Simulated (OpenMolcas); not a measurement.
4d6 along the 42-electron sequence

| Quantity | Value |
| --- | --- |
| Program | OpenMolcas 26.06 |
| Method | SS-CASPT2, IPEA 0.25 Eh, imaginary shift 0.1 Eh |
| Basis | ANO-RCC-VQZP |
| Scalar Hamiltonian | DKH2, point nucleus |
| Spin-orbit coupling | state interaction with AMFI integrals over the reference wave functions, term energies averaged over their components |

Active space for each ion: 6 electrons in 10 orbitals (4d 5d); closed shells correlated by CASPT2: 4s 4p.

Computed levels in cm-1 above 5D4:

```json
{"Level": "5D3", "Rh3+": "1521", "Pd4+": "1964", "Ag5+": "2520"}
{"Level": "5D2", "Rh3+": "2360", "Pd4+": "2990", "Ag5+": "3740"}
{"Level": "5D1", "Rh3+": "2930", "Pd4+": "3710", "Ag5+": "4660"}
{"Level": "5D0", "Rh3+": "3200", "Pd4+": "4050", "Ag5+": "5070"}
{"Level": "3P2(1)", "Rh3+": "17690", "Pd4+": "19720", "Ag5+": "21640"}
{"Level": "3H6", "Rh3+": "17950", "Pd4+": "20120", "Ag5+": "22380"}
{"Level": "3H5", "Rh3+": "18210", "Pd4+": "20400", "Ag5+": "22680"}
{"Level": "3F3(1)", "Rh3+": "20110", "Pd4+": "22630", "Ag5+": "25200"}
{"Level": "3F2(1)", "Rh3+": "20810", "Pd4+": "23470", "Ag5+": "26160"}
{"Level": "weight of 5D in the lowest level (%)", "Rh3+": "98", "Pd4+": "98", "Ag5+": "97"}
```

Mixed levels, with the weight of the term that names them: Ag5+ 3H5 (74 %), Ag5+ 3F3(1) (75 %).

Measured, with the error of the calculation in %. Measured levels: Ag5+ from the list in Gamrath, thesis, University of Mons (2023).

| Level | Ag5+ |
| --- | --- |
| 5D3 | 2692 (-6.3) |
| 5D2 | 3953 (-5.3) |
| 5D1 | 4941 (-5.7) |
| 5D0 | 5380 (-5.7) |
| 3P2(1) | 21042 (+2.9) |
| 3H6 | 21512 (+4.0) |
| 3H5 | 21812 (+4.0) |
| 3F3(1) | 24441 (+3.1) |
| 3F2(1) | 25306 (+3.4) |

The fine-structure level 5D0 changes by a factor of 1.58 from Rh3+ to Ag5+. Its fourth root runs 7.52, 7.98, 8.44, with steps per unit of Z of 0.46, 0.46; equal steps would mean a (Z - σ)^4 law with constant σ.

3P2(1) changes by a factor of 1.22 over the same range, with steps per unit of Z of +2030, +1920 cm-1.

CASPT2 breaks the degeneracy within a term, and the mean is taken; among the terms shown or strongly mixed into the levels shown the widest spread is 110 cm-1 (4d6 3F(1), Rh3+). Active for correlation alone: 5d; no level in the range computed is led by a configuration that fills it, so any true level of that kind is missing. Measured partners are found by configuration, term and J. A level has none where our copy of the source lacks it or the pairing is in doubt (some pairs that miss far off the trend of their configuration count as doubtful), and it then counts in no deviation. Levels of configurations outside the active space are missing.

A number in round brackets counts repeated terms of one configuration in the order of the reference energies.
